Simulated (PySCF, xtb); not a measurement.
SiFI, SMILES F[Si]I (connectivity only; charge and spin as stated), neutral, multiplicity 1.

Geometry optimised at PBE0-D3(BJ)/def2-TZVP. The def2 effective core potentials stand for the cores of I; spin–orbit coupling is left out.

Computed with IEF-PCM-M06-2X/def2-SVP run with PySCF.

The values are the electrostatic part of the solvation free energy, E(continuum) − E(gas) at the gas-phase geometry, in a cavity of scaled van der Waals radii (PySCF's table); cavitation and dispersion terms are not included. In vacuum the orbital gap is 6.48 eV. The dipole moment in vacuum is 1.59 D.

| solvent | ε | ΔG(elec) (kcal/mol) | dipole (D) | gap (eV) |
|---|---|---|---|---|
| water | 78.36 | -2.2 | 2.21 | 6.64 |
| ethylethanoate | 5.99 | -1.7 | 2.05 | 6.60 |
| acetonitrile | 35.69 | -2.2 | 2.19 | 6.64 |

For comparison, GFN2-xTB/ALPB(water) (xtb, at the GFN2-xTB geometry, all terms of that model) gives -0.1 kcal/mol.
